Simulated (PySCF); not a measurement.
# Fractional electron number in Fe²⁺ (iron, charge +2)

The 3d beta orbital of [Ar] 3d6 is emptied in steps (occupation f), with all orbitals relaxed, ending at [Ar] 3d5. Calculation: PySCF 2.14, in x2c-TZVPall; the spin-free X2C one-electron Hamiltonian (Gaussian nucleus). The exact energy is a straight line in f; departures are measured from the line between the end points of the same method.

Among UHF, LDA, PBE, which shows the largest delocalisation error (convex curve), and which is closest to linear?

Most convex: LDA (-1.976 eV at f = 0.4); closest to linear: UHF (0.564 eV).

```
  f  UHF (eV)  LDA (eV)  PBE (eV)
  1     0.000     0.000     0.000
0.8     0.411    -1.292    -1.260
0.6     0.590    -1.957    -1.906
0.4     0.564    -1.976    -1.920
0.2     0.361    -1.329    -1.289
  0     0.000     0.000     0.000
```

```csv
method,E(f=0) − E(f=1) (eV),−ε at f=1 (eV),−ε at f=0.4 (eV)
UHF,28.267,30.965,27.676
LDA,31.612,23.626,33.166
PBE,31.429,23.627,32.960
```

Reference removal energy between the ground levels: 30.651 ± 0.012 eV (measured; NIST Atomic Spectra Database, ionization energies). The calculation has no spin-orbit coupling. The determinant left behind need not be the lowest term of the ion. UHF lacks correlation.
